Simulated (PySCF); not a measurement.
An element was calculated at UHF (PySCF 2.14, non-relativistic, a triple-zeta basis, no spin-orbit coupling), in the ground configurations that NIST lists.

| Item | Value |
| --- | --- |
| first ionisation energy | 5.366 eV |
| second ionisation energy | 12.160 eV |
| third ionisation energy | 23.937 eV |

**Question.** Which element is it?

**Answer.** Scandium (Sc, Z = 21), in def2-TZVPPD. NIST lists 6.561, 12.800, 24.757 eV for these ionisation energies.
